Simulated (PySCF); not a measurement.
Atom-mapped SMILES (the numbers label the heavy atoms): `[CH2:1]=[C:2]([F:3])[C:4]([F:5])([F:6])[C:7]([F:8])([F:9])[F:10]`. Hydrogens are named by the atom that carries them. Ha(C1) is cis to F3; Hb(C1) is trans to F3.

Geometry: PBE0-D3(BJ)/def2-SVP; GIAO absolute shieldings from PySCF 2.14.0 with density-fitted response routines, gas phase, non-relativistic, averaged over equivalent atoms.

At PBE0/pcSseg-1 (180 basis functions, 23 s wall time on 1 thread of an Arm Neoverse V1, shared host):
| atoms | σ (ppm) |
| --- | --- |
| C2 | 20.6 |
| C7 | 60.4 |
| C4 | 73.0 |
| C1 | 79.3 |
| F8/F9/F10 | 272.4 |
| F3 | 290.1 |
| F5/F6 | 317.4 |
| Hb(C1) | 25.67 |
| Ha(C1) | 25.71 |

Question: Predict the values at KT3/pcSseg-1 on the same geometry.

Answer: 
```csv
atoms,σ at KT3/pcSseg-1,change
C2,28.2,+7.6
C7,60.4,+0.0
C4,73.0,+0.0
C1,89.3,+10.0
F8/F9/F10,262.1,-10.3
F3,273.3,-16.8
F5/F6,303.6,-13.8
Hb(C1),26.07,+0.40
Ha(C1),26.16,+0.45
```

The largest change is at F3 (vinylic fluorine). Cost: 180 basis functions, 32 s wall time on 1 thread of an Arm Neoverse V1, shared host. The order of the carbon signals is the same at both levels.
